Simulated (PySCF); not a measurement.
## Strontium: a sound run and one with changed settings

Sound run: Sr [Kr] 5s2, Sr⁺ [Kr] 5s1. Computed with PySCF 2.14 in def2-TZVP with the def2 core potential (28 electrons) (6s4p3d, 33 functions), with a scalar-relativistic core potential. The sound run starts from symmetry-adapted Hartree-Fock orbitals and uses a fine grid where one is needed.

Changed run: radial step 0.8 in ln r (0.13 in the sound run). This setting is unsound on purpose.

| species | method | sound run (hartree) | changed run (hartree) | converged |
| --- | --- | --- | --- | --- |
| Sr | UHF | -30.34712 | -30.34712 | yes |
| Sr | r2SCAN | -30.68847 | -30.50232 | yes |
| Sr | LDA | -30.57959 | -30.40339 | yes |
| Sr⁺ | UHF | -30.17277 | -30.17277 | yes |
| Sr⁺ | r2SCAN | -30.48886 | -30.28978 | yes |
| Sr⁺ | LDA | -30.36392 | -30.18037 | yes |

Ionisation energy of Sr:

```tsv
method	sound run (eV)	changed run (eV)
UHF	4.744	4.744
r2SCAN	5.432	5.783
LDA	5.869	6.069
```

A coarse radial grid mis-integrates the density and the exchange-correlation energy, with errors of either sign; Hartree-Fock needs no grid.

For comparison, NIST gives 5.695 eV between the lowest levels.
